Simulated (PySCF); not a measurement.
Computed shifts of a molecule C2H5FOSi, PySCF with B3LYP/pcSseg-1, GIAO, gas phase, atoms alike by connectivity averaged where their shifts nearly agree, in ppm (number of nuclei): ²⁹Si: -27.3 (1). ¹⁹F: -175.6 (1). ¹³C: 150.2 (1), 141.6 (1). ¹H: 6.65 (2), 6.22 (1), 4.98 (1), 2.30 (1). References: ²⁹Si against TMS (σ = 338.7 ppm); ¹⁷O against H2O (σ = 333.8 ppm); ¹⁹F against CFCl3 (σ = 161.7 ppm); ¹³C against TMS (σ = 181.3 ppm); ¹H against TMS (σ = 31.68 ppm), references at their B3LYP-D3(BJ)/def2-TZVP geometries, non-relativistic. Geometry optimised at PBE0-D3(BJ)/def2-SVP. The values are those of a single conformer.

Problem. Identify the compound among the candidates.
A. O=CC[SiH2]F
B. F[SiH]1COC1
C. F/C=C/O[SiH3]
D. C=C[SiH](O)F

Solution. D, C=C[SiH](O)F
